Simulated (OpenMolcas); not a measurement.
# Se III: effect of the active space

```json
{"Program": "OpenMolcas", "Method": "CASSCF or its RAS form", "Basis": "ANO-RCC-VQZP", "Scalar Hamiltonian": "DKH2, point nucleus", "Spin-orbit coupling": "state interaction with AMFI integrals over the reference wave functions, term energies averaged over their components"}
```

A. 2 electrons in 3 orbitals (4p); 2S+1 = 3 even, 3 roots; 2S+1 = 1 even, 6 roots; cost of the order of 3 core-seconds
B. 4 electrons in 4 orbitals (4s 4p); 2S+1 = 3 even, 6 roots; 2S+1 = 1 even, 11 roots; 2S+1 = 5 odd, 1 root; 2S+1 = 3 odd, 9 roots; 2S+1 = 1 odd, 8 roots; cost roughly 19 core-seconds
C. 4 electrons in 8 orbitals (4s 4p 5s 5p); 2S+1 = 3 even, 3 roots; 2S+1 = 1 even, 9 roots; 2S+1 = 5 odd, 1 root; 2S+1 = 3 odd, 9 roots; 2S+1 = 1 odd, 8 roots; cost of the order of 25 core-seconds
D. 2 electrons in 9 orbitals (RAS2 4p; RAS3 4d 5s, at most 1 electron); 2S+1 = 3 even, 3 roots; 2S+1 = 1 even, 6 roots; 2S+1 = 3 odd, 18 roots; 2S+1 = 1 odd, 18 roots; cost of the order of 27 core-seconds
E. 4 electrons in 9 orbitals (RAS2 4s 4p; RAS3 4d, at most 2 electrons); 2S+1 = 3 even, 6 roots; 2S+1 = 1 even, 12 roots; 2S+1 = 5 odd, 1 root; 2S+1 = 3 odd, 8 roots; 2S+1 = 1 odd, 8 roots; cost of the order of 40 core-seconds

Energies in cm-1 above 4s2 4p2 3P0, the measured ground level; measured values from Moore, Atomic Energy Levels, vol. II, NSRDS-NBS 35 (1971 reprint of NBS Circular 467, 1952).

```csv
Level,A,B,C,D,E,Measured
4s2 4p2 3P0,0.0,0.0,0.0,0.0,0.0,0.0
4s2 4p2 3P1,1452,1522,1464,1452,1477,1741
4s2 4p2 3P2,3523,3563,3478,3523,3506,3937
4s2 4p2 1D2,15439,15515,16537,15439,14473,13032
4s2 4p2 1S0,34246,27326,28038,34246,30219,
```

Deviations, from unrounded energies. A percentage is the sum of absolute deviations over the sum of measured energies, with the sign that they share, or ± where signs differ.

| Against measurement | Levels | A | B | C | D | E |
| --- | --- | --- | --- | --- | --- | --- |
| mean absolute deviation (cm-1) | 3 | 1000 | 1000 | 1400 | 1000 | 710 |
| fine structure of the ground term (%) | 2 | -12.4 | -10.4 | -13.0 | -12.4 | -12.2 |
| other terms of the ground configuration (%) | 1 | +18.5 | +19.1 | +26.9 | +18.5 | +11.1 |

E lies closest to measurement on these levels and C furthest from it. The largest miss of E in the table is 4s2 4p2 1D2, by +1400 cm-1. The ranking rests on the paired levels alone, and a cruder setting can come out closer through cancelling errors.

Among A to E the level of the table that moves most is 4s2 4p2 1S0, by 6900 cm-1 (lowest in B, highest in A).

With the s shell closed, the reference lacks s² → p² mixing (holds for A; D). The run also gave levels led by 4s2 4p 5p, which use shells meant for correlation; these and all levels above them are left out (holds for C). The run also gave levels led by 4s 4p2 4d, 4s2 4p 4d, which use shells meant for correlation; these and all levels above them are left out (holds for E). Computed and measured levels are paired by configuration, term and J; levels that our copy of the source lacks, or whose pairing is in doubt (as where it misses far off the trend of its configuration), stay unpaired and out of the deviations. Levels of configurations outside the active space are missing. Levels that lie high or do not pair safely by name in every column are left out.
